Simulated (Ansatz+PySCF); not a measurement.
# quintet FeCl₂: levels of theory in one basis

```xyz
3

Fe    0.0000    0.0000    0.0000
Cl    0.0000    0.0000    2.1280
Cl    0.0000    0.0000   -2.1280
```

Basis set: def2-SVP (spherical functions). Left uncorrelated: 15 orbitals. Correlation on ROHF uses semicanonical orbitals with singles. Charge 0, multiplicity 5.

Computed with Ansatz (development build ahead of 0.2.0); each method stands on the lowest determinant of its kind that the runs found.

| method | E − E(ROHF) (eV) | <S²> of the determinant |
| --- | --- | --- |
| ROHF | 0.00 | 6.00 |
| UHF | -0.16 | 6.01 |
| ROHF-MP2 | -14.02 | – |
| UHF-MP2 | -14.04 | 6.01 |

Problem. Is a single determinant a sound starting point here?

Solution. By this sign, yes. Unrestricted orbitals gain 0.16 eV and <S²> is 6.01 against 6.00 for a pure state.

Caution: other spin multiplicities were not run.
